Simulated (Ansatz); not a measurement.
Reactions of AlH$_{4}$NS$_{2}$, SMILES `[NH2][Al]([SH])[SH]`.

Gas-phase electronic energies from Ansatz, PBE0-D4/def2-TZVP geometries. CCSD(T)/CBS adds triple-zeta CCSD(T) − MP2 to the extrapolated MP2 energy (def2 sets, frozen cores). Small cases extrapolate CCSD(T) itself. DFT in def2-TZVPP. No spin–orbit coupling; open shells (•) take unrestricted orbitals. Spin–orbit coupling would lower the free atoms: a little for Al, S. Each species was taken in one conformer, which may not be the lowest.

```tsv
reaction	CCSD(T)/CBS(def2) (eV)
`[NH2][Al]([SH])[SH]` → `[NH2][Al][SH]`• + `[SH]`•	4.24
`[NH2][Al]([SH])[SH]` + H₂O → `[OH][Al]([SH])[SH]` + NH₃	?
`[NH2][Al]([SH])[SH]` + HCl → `[SH][Al]([SH])[Cl]` + NH₃	?
`[NH2][Al]([SH])[SH]` → Al• + 4 H• + N• + 2 S•	26.76
`[NH2][Al]([SH])[SH]` + silanol → `[NH2][Al]([SH])[O][SiH3]` + H₂S	-0.51
`[NH2][Al]([SH])[SH]` + H₂S → `[SH][Al]([SH])[SH]` + NH₃	-0.25
`[NH2][Al]([SH])[SH]` + H₂O → `[NH2][Al]([OH])[SH]` + H₂S	-0.19
`[NH2][Al]([SH])[SH]` + H–F → `[NH2][Al]([F])[SH]` + H₂S	-0.74
`[NH2][Al]([SH])[SH]` + HCl → `[NH2][Al]([SH])[Cl]` + H₂S	?
`[NH2][Al]([SH])[SH]` + H₂ → `[SH][AlH][SH]` + NH₃	0.71
```

(1) Fill in the missing values. (Best estimate.)

Largest T1 diagnostic: 0.018, for Al•.

Extrapolated directly: `[NH2][Al]([SH])[SH]` → Al• + 4 H• + N• + 2 S•; `[NH2][Al]([SH])[SH]` + H₂ → `[SH][AlH][SH]` + NH₃.

## Answers

(1) The calculation gave: `[NH2][Al]([SH])[SH]` + H₂O → `[OH][Al]([SH])[SH]` + NH₃: -0.45 eV; `[NH2][Al]([SH])[SH]` + HCl → `[SH][Al]([SH])[Cl]` + NH₃: -0.78 eV; `[NH2][Al]([SH])[SH]` + HCl → `[NH2][Al]([SH])[Cl]` + H₂S: -0.55 eV.
